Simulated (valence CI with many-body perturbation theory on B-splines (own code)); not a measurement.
## E1 transitions of Er35+

Level of theory: configuration interaction combined with many-body perturbation theory (CI+MBPT): five valence electrons over a frozen Dirac-Fock core [Ar] 3d10, radial functions for each j: 11 s, 11 p, 10 d, 8 f, 5 g, 2 h, with the one-electron correlation potential Σ1, the two-electron term Σ2, the three-electron term Σ3, Breit, model QED; selected CI, second order for the rest, scaled by the run's own slope (own B-spline code, finite nucleus).

The last digits are not significant, and no measured levels were compared; by estimate large intervals hold to a few tenths of a per cent, small ones and those within an open d or f shell to about a per cent. Among the levels kept, up to 2100 cm⁻¹ of a level comes from second order outside the variational space, and about a tenth of that is noise between levels of different J, which matters for small intervals.

Lines 1 to 50 of 562 in falling wavelength, among levels below 3399.7 × 10³ cm⁻¹, chosen from the strongest by gf and those to the six lowest levels. Wavelengths and rates use the calculated energies. Electric multipoles are in the length gauge, E1 and E2 with the static RPA response of the core. Weak lines are less certain than strong ones. Lines between different terms over intervals too small for the method are left out, as are lines whose strength nearly cancels. Where a level lies close to another of its J and parity, the split of strength between their lines is uncertain. The highest levels of a list are the least certain.

Levels are named by their leading jj configuration (3d3/2^4 stands for four electrons in 3d with j = 3/2), which in mixed levels can hold well under half, so a name can repeat and another be missing. Letters in brackets count levels of one name in rising energy.

```tsv
λ vac (nm)	Upper	Lower	A (s⁻¹)	S (a.u.)
38.74	(4s 4p1/2^2 4p3/2^2) J=3/2	(4s^2 4p3/2^3) J=3/2	2.71e+07	3.11e-03
18.89	(4s^2 4p1/2 4p3/2 4d3/2) J=5/2 [a]	(4s^2 4p3/2^3) J=3/2	1.21e+08	2.42e-03
18.82	(4s^2 4p1/2 4p3/2 4d3/2) J=1/2 [a]	(4s^2 4p3/2^3) J=3/2	1.85e+08	1.22e-03
18.78	(4s 4p1/2^2 4p3/2 4d3/2) J=7/2	(4s^2 4p1/2 4p3/2 4d3/2) J=5/2 [b]	3.19e+09	8.35e-02
17.60	(4s 4p1/2 4p3/2^3) J=3/2	(4s^2 4p3/2^3) J=3/2	9.43e+08	1.02e-02
17.24	(4s 4p1/2^2 4d3/2 4d5/2) J=9/2	(4s 4p1/2 4p3/2^2 4d5/2) J=7/2 [b]	4.09e+09	1.04e-01
17.23	(4s 4p1/2^2 4p3/2 4d5/2) J=7/2 [a]	(4s^2 4p1/2 4p3/2 4d5/2) J=5/2 [b]	3.33e+09	6.72e-02
17.17	(4s^2 4p1/2^2 4d3/2) J=3/2	(4s^2 4p1/2 4p3/2^2) J=5/2	9.08e+08	9.08e-03
16.59	(4s 4p1/2^2 4p3/2 4d5/2) J=9/2	(4s^2 4p1/2 4p3/2 4d5/2) J=9/2	4.54e+09	1.02e-01
16.50	(4s 4p1/2 4p3/2^2 4d5/2) J=9/2 [b]	(4s^2 4p3/2^2 4d3/2) J=7/2	3.20e+09	7.10e-02
16.47	(4s 4p1/2^2 4p3/2 4d5/2) J=7/2 [a]	(4s^2 4p1/2 4p3/2 4d5/2) J=7/2 [b]	3.91e+09	6.89e-02
16.40	(4s 4p1/2^2 4p3/2^2) J=5/2	(4s^2 4p1/2 4p3/2^2) J=5/2	4.39e+09	5.74e-02
16.31	(4s 4p1/2 4p3/2^3) J=5/2	(4s^2 4p3/2^3) J=3/2	3.91e+09	5.02e-02
16.10	(4s^2 4p1/2^2 4d3/2) J=3/2	(4s^2 4p1/2 4p3/2^2) J=3/2	1.60e+08	1.32e-03
15.94	(4s 4p1/2 4p3/2^2 4d5/2) J=11/2	(4s^2 4p3/2^2 4d5/2) J=9/2	8.44e+09	2.02e-01
15.88	(4s 4p1/2 4p3/2^2 4d5/2) J=9/2 [b]	(4s^2 4p3/2^2 4d5/2) J=7/2	3.47e+09	6.87e-02
15.81	(4s 4p1/2^2 4p3/2 4d3/2) J=7/2	(4s^2 4p1/2 4p3/2 4d3/2) J=7/2	5.48e+09	8.56e-02
15.70	(4p1/2^2 4p3/2^2 4d3/2) J=7/2	(4s 4p1/2 4p3/2^2 4d3/2) J=7/2 [d]	5.44e+09	8.32e-02
15.51	(4s 4p1/2^2 4p3/2 4d5/2) J=9/2	(4s^2 4p1/2 4p3/2 4d5/2) J=7/2 [a]	9.58e+09	1.76e-01
15.46	(4s 4p1/2^2 4d3/2^2) J=5/2	(4s^2 4p1/2 4d3/2^2) J=5/2	6.48e+09	7.08e-02
15.42	(4s 4p1/2^2 4p3/2^2) J=5/2	(4s^2 4p1/2 4p3/2^2) J=3/2	7.14e+09	7.75e-02
15.35	(4s 4p1/2^2 4p3/2 4d3/2) J=5/2 [a]	(4s^2 4p1/2 4p3/2 4d3/2) J=5/2 [a]	6.14e+09	6.58e-02
15.34	(4s 4p1/2^2 4d3/2 4d5/2) J=9/2	(4s 4p1/2 4p3/2^2 4d5/2) J=11/2	3.15e+09	5.60e-02
15.33	(4s 4p1/2^2 4d3/2 4d5/2) J=9/2	(4s^2 4p1/2 4d3/2 4d5/2) J=9/2	7.09e+09	1.26e-01
14.97	(4s^2 4p1/2 4p3/2 4d3/2) J=1/2 [b]	(4s^2 4p3/2^3) J=3/2	3.41e+09	1.13e-02
14.96	(4s^2 4p1/2 4p3/2 4d3/2) J=5/2 [b]	(4s^2 4p3/2^3) J=3/2	3.57e+08	3.54e-03
14.94	(4s 4p1/2 4p3/2^2 4d5/2) J=7/2 [e]	(4s^2 4p3/2^2 4d5/2) J=5/2 [a]	4.62e+09	6.08e-02
14.83	(4s^2 4p1/2 4p3/2 4d3/2) J=3/2 [b]	(4s^2 4p3/2^3) J=3/2	5.12e+08	3.30e-03
14.57	(4s 4p1/2^2 4p3/2^2) J=1/2	(4s^2 4p1/2 4p3/2^2) J=1/2	1.83e+10	5.60e-02
14.30	(4s 4p1/2 4p3/2^2 4d5/2) J=7/2 [b]	(4s^2 4p3/2^2 4d5/2) J=9/2	4.96e+09	5.73e-02
14.06	(4s 4p1/2 4p3/2^2 4d5/2) J=5/2 [g]	(4s^2 4p3/2^2 4d5/2) J=5/2 [a]	7.14e+09	5.88e-02
14.04	(4s^2 4p1/2 4p3/2 4d5/2) J=3/2 [a]	(4s^2 4p3/2^3) J=3/2	9.16e+08	5.01e-03
14.01	(4s 4p1/2^2 4p3/2 4d5/2) J=3/2 [a]	(4s 4p1/2 4p3/2^3) J=5/2	2.10e+10	1.14e-01
13.75	(4s 4p1/2^2 4p3/2 4d3/2) J=5/2 [b]	(4s^2 4p1/2 4p3/2 4d3/2) J=7/2	1.28e+10	9.85e-02
13.63	(4s 4p1/2^2 4p3/2 4d3/2) J=3/2 [b]	(4s^2 4p1/2 4p3/2 4d3/2) J=5/2 [a]	1.08e+10	5.42e-02
13.58	(4s 4p1/2 4p3/2^3) J=1/2	(4s^2 4p3/2^3) J=3/2	4.90e+09	1.21e-02
13.55	(4p1/2^2 4p3/2^2 4d3/2) J=7/2	(4s 4p1/2 4p3/2^2 4d3/2) J=9/2	2.14e+10	2.10e-01
13.54	(4s 4p1/2^2 4p3/2 4d5/2) J=7/2 [b]	(4s^2 4p1/2 4p3/2 4d5/2) J=9/2	1.79e+10	1.76e-01
13.33	(4s^2 4p1/2 4p3/2 4d5/2) J=5/2 [a]	(4s^2 4p3/2^3) J=3/2	4.66e+09	3.26e-02
13.32	(4s 4p1/2^2 4p3/2 4d5/2) J=5/2 [b]	(4s^2 4p1/2 4p3/2 4d5/2) J=7/2 [b]	1.14e+10	7.97e-02
13.23	(4s^2 4p1/2^2 4d5/2) J=5/2	(4s^2 4p1/2 4p3/2^2) J=5/2	1.32e+09	9.06e-03
13.23	(4s 4p1/2^2 4p3/2^2) J=3/2	(4s^2 4p1/2 4p3/2^2) J=5/2	1.98e+10	9.06e-02
13.12	(4p1/2^2 4p3/2^3) J=3/2	(4s^2 4p1/2 4p3/2 4d5/2) J=5/2 [a]	1.34e+10	5.97e-02
13.07	(4s 4p1/2 4p3/2^2 4d5/2) J=5/2 [i]	(4s^2 4p3/2^2 4d5/2) J=5/2 [b]	7.32e+09	4.84e-02
13.03	(4s 4p1/2^2 4d3/2 4d5/2) J=5/2	(4s 4p1/2 4p3/2^2 4d3/2) J=7/2 [a]	1.20e+10	7.87e-02
12.86	(4s^2 4p1/2 4p3/2 4d5/2) J=3/2 [b]	(4s^2 4p3/2^3) J=3/2	5.45e+09	2.29e-02
12.81	(4s 4p1/2 4p3/2^2 4d5/2) J=9/2 [c]	(4s^2 4p3/2^2 4d5/2) J=9/2	8.53e+09	8.85e-02
12.81	(4s 4p1/2^2 4p3/2 4d5/2) J=7/2 [b]	(4s^2 4p1/2 4p3/2 4d5/2) J=7/2 [a]	7.98e+09	6.62e-02
12.63	(4s^2 4p1/2 4p3/2 4d5/2) J=5/2 [b]	(4s^2 4p3/2^3) J=3/2	2.34e+09	1.40e-02
12.59	(4s^2 4p1/2^2 4d5/2) J=5/2	(4s^2 4p1/2 4p3/2^2) J=3/2	2.48e+09	1.47e-02
```
